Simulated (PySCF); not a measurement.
C2H14N2Si4.
InChI=1S/C2H14N2Si4/c5-4(6)2-1-7-3-8-2/h2-3H,1,7-8H2,5-6H3/t2-/m0/s1

Method used: PySCF, TDDFT PBE0/def2-SVPD, vertical, gas phase, core orbitals frozen in the response. Isolated species at its PBE0-D3(BJ)/def2-SVP geometry (one conformer only).

Each state is given a Gaussian of 0.25 eV full width at half maximum, with ε(max) = 2.175×10⁸ f / Δν̃ (Δν̃ the width in cm⁻¹). The width is an assumption, not a result. The curve ends short of the highest state used, and states not computed would add to its high-energy end.

λ (nm), ε (L mol⁻¹ cm⁻¹) and a bar:
```
    194.5       3924 ##############################
    196.8       2820 ######################
    199.1       1952 ###############
    201.4       1563 ############
    203.7       1333 ##########
    206.0       1054 ########
    208.3        734 ######
    210.6        443 ###
    212.9        226 ##
    215.2         95 #
    217.5         37 
    219.8         38 
    222.1         99 #
    224.4        228 ##
    226.7        394 ###
    229.0        514 ####
    231.3        514 ####
    233.6        401 ###
    235.9        247 ##
    238.2        122 #
    240.5         49 
    242.8         16 
    245.1          4 
    247.4          1
```

Task: Where are the band maxima, and which computed states make them?

Result: 230 nm (5.39 eV), ε about 530, made up of S1 (100%) (ε in L mol⁻¹ cm⁻¹; maxima over ε = 5, shares over 10%). At its high-energy end, 6.37 eV, the curve is still rising (ε about 3900, from S5 and S6). The states used: S1 5.39 eV (f 0.0049); S2 5.92 eV (f 0.0022); S3 6.05 eV (f 0.0060); S4 6.18 eV (f 0.0081); S5 6.37 eV (f 0.019); S6 6.47 eV (f 0.021); S7 6.50 eV (f 0.0047); S8 6.73 eV (f 0.012); S9 6.89 eV (f 0.0085); S10 6.97 eV (f 0.011).

Task: What would ε be at 5.39 eV, the highest of these maxima, with half the width (0.125 eV)?

Result: About 1060 L mol⁻¹ cm⁻¹ against 531, a factor of about 2.00; a lone state at its own centre would give exactly 2.

Task: Coming from long wavelengths, where does ε first pass 100 L mol⁻¹ cm⁻¹?

Result: At about 239 nm (5.19 eV), 0.19 eV below S1.

Task: Does any computed singlet lie in the visible range?

Result: No computed singlet lies in the visible range (380 to 750 nm); the lowest, at 230 nm, stands 2.12 eV above its violet end (3.26 eV).

The vertical ionisation energy (ΔSCF) is 8.33 eV, 1.36 eV above S10.

Time: 6.3 min wall (with the writing of density and orbital grids); peak memory 1.2 GiB. Hardware: an Intel Xeon Platinum 8259CL at 2.50 GHz with one thread, on a shared host.
